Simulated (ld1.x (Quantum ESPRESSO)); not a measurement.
# C, TM semilocal: configuration errors across variants

```
Element                 : C
Generator               : ld1.x (Quantum ESPRESSO) 7.5
Type                    : norm-conserving Troullier–Martins (semilocal form)
Functional              : PBE
Relativity              : scalar-relativistic
Frozen core             : [He]
Valence charge          : 4
Reference configuration : 2s2 2p2
Partial waves           : 2p (bound): rc 1.50 bohr; 2s (bound): rc 0.90 bohr
Local potential         : the s channel
Core correction         : Bessel-smoothed model core, default radius (core density twice the valence density)
```

All-electron excitation energies from the reference (eV): (1) 2s2 2p1 10.862; (2) 2s2 2p0 35.018; (3) 2s1 2p0 83.212; (4) 2s2 2p1.5 3.963; (5) 2s2 2p2.3 -1.158; (6) 2s1 2p3 8.478; (7) 2s1 2p2 19.615.

In the semilocal form every listed channel keeps its own potential, so the choice of the local channel does not act on these tests. It acts once the file is put into the separable form.

A semilocal file is local in each channel, so a ghost entry of none says nothing of the separable form that plane-wave codes build from it.

The default core radius of the base comes out at 0.52 bohr.

2 further variants failed, have other tests or another functional or relativity, and are left out.

Errors AE − PS in meV (a dash: test not solved or not reliable):

```csv
change,(1),(2),(3),(4),(5),(6),(7),bound ghosts
base,+7.1,+97,+214,+0.6,+0.1,+5.6,-4.9,none
local potential the p channel,+7.1,+97,+214,+0.6,+0.1,+5.6,-4.9,none
wave 2s (bound): rc 0.90 bohr becomes 2s (bound): rc 1.28 bohr,+9.1,+114,+222,+0.9,+0.1,+6.0,-6.8,none
wave 2p (bound): rc 1.50 bohr becomes 2p (bound): rc 1.54 bohr,+7.7,+106,+232,+0.7,0.0,+5.3,-6.6,none
"all radii but the core radius scaled by about 0.96 (s 0.86, p 1.44 bohr)",+6.1,+82,+181,+0.5,+0.1,+6.4,-1.8,none
"type PAW, which also changes the form from semilocal to separable; waves now 2s (bound): rcut 0.80, rcutus 0.90 bohr; 2s channel at 0.05 Ry: rcut 0.80, rcutus 0.90 bohr; 2p (bound): rcut 1.30, rcutus 1.50 bohr; 2p channel at -0.1 Ry: rcut 1.30, rcutus 1.50 bohr; local potential all-electron potential smoothed inside 1.10 bohr (lloc = -1); augmentation PSQ, inside the norm-conserving radii",-0.6,-2.9,-15,-0.1,+0.1,-0.6,-1.8,none
```

Problem. Give the same row for: core correction Bessel-smoothed model core inside 0.96 bohr.

Solution. +8.4, +123, +285, +0.8, +0.1, +6.9, -6.6; bound ghosts: none.
